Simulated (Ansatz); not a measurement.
`C/C=C\C[SiH3]`, relaxed with RKS PBE0-D4/def2-TZVP in the Gaussian-basis code of Ansatz from a PBE-D4/def2-SVP geometry. The force threshold is 0.005 eV/Å; the program also tests the step.

Total charge 0; spin multiplicity 1.

Start:

```xyz
15

C     1.702   -0.303    1.265
C     1.331   -0.887   -0.066
C     0.101   -0.923   -0.627
C    -1.169   -0.355   -0.064
Si   -1.537    1.363   -0.811
H     2.397    0.556    1.145
H     0.825    0.058    1.837
H     2.237   -1.046    1.894
H     2.161   -1.332   -0.644
H     0.014   -1.381   -1.628
H    -1.128   -0.238    1.039
H    -2.036   -1.013   -0.289
H    -1.576    1.278   -2.314
H    -2.864    1.889   -0.326
H    -0.458    2.333   -0.412
```

Question: How much energy does the relaxation release, and in how many steps? (An estimate is asked.)

Answer: Computed: 6.30 kJ/mol, in 9 steps.

Question: Which bonds change most? (Estimate.)

Answer: The calculation gave: C4–Si5 from 1.909 to 1.885 Å; C2–C3 from 1.352 to 1.332 Å; Si5–H15 from 1.505 to 1.487 Å; Si5–H13 from 1.506 to 1.487 Å.

Question: Give the relaxed structure. (An estimate is asked.)

Answer: Ansatz gave: 
```xyz
15

C     1.677   -0.272    1.237
C     1.311   -0.876   -0.075
C     0.098   -0.926   -0.623
C    -1.167   -0.367   -0.063
Si   -1.504    1.343   -0.780
H     2.392    0.546    1.102
H     0.816    0.128    1.773
H     2.164   -1.009    1.884
H     2.131   -1.317   -0.637
H     0.009   -1.389   -1.602
H    -1.136   -0.280    1.026
H    -2.016   -1.013   -0.308
H    -1.521    1.279   -2.266
H    -2.818    1.869   -0.313
H    -0.434    2.285   -0.356
```
